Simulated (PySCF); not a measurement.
# C₆ coefficients of unlike pairs at UHF

Calculated with PySCF 2.14 from the dipole response of each species, C₆(A,B) = (3/π) ∫ α_A(iu) α_B(iu) du, in atomic units, from isotropic polarisabilities. For ions this is the dispersion term alone; charge-induced terms of lower order in 1/R come first.

```csv
species,configuration,basis,relativity,α (bohr³),C₆ (like pair)
In,[Kr] 4d10 5s2 5p1 (2P),dyall-av2z (22s16p12d),none,76.20,832.0
S⁺,[Ne] 3s2 3p3 (4S),aug-cc-pCVQZ-DK (10s9p7d5f3g),spin-free X2C,10.87,53.41
Br,[Ar] 3d10 4s2 4p5 (2P),aug-cc-pwCVTZ-PP with ECP10MDF (8s7p6d4f1g),core potential,20.12,162.1
P²⁺,[Ne] 3s2 3p1 (2P),aug-cc-pV(T+d)Z (6s5p4d2f),none,9.575,35.16
```

Q: Estimate C₆ for P²⁺ with In.

A: The integral gives 154.9. The combination rule 2 C_A C_B / (C_A α_B/α_A + C_B α_A/α_B) gives 152.2 and the geometric mean 171.0.

No spin-orbit coupling is included.

The other pairs:

| pair | C₆ |
| --- | --- |
| P²⁺, S⁺ | 43.19 |
| Br, In | 328.6 |
| P²⁺, Br | 75.42 |
| Br, S⁺ | 92.92 |
| S⁺, In | 184.3 |
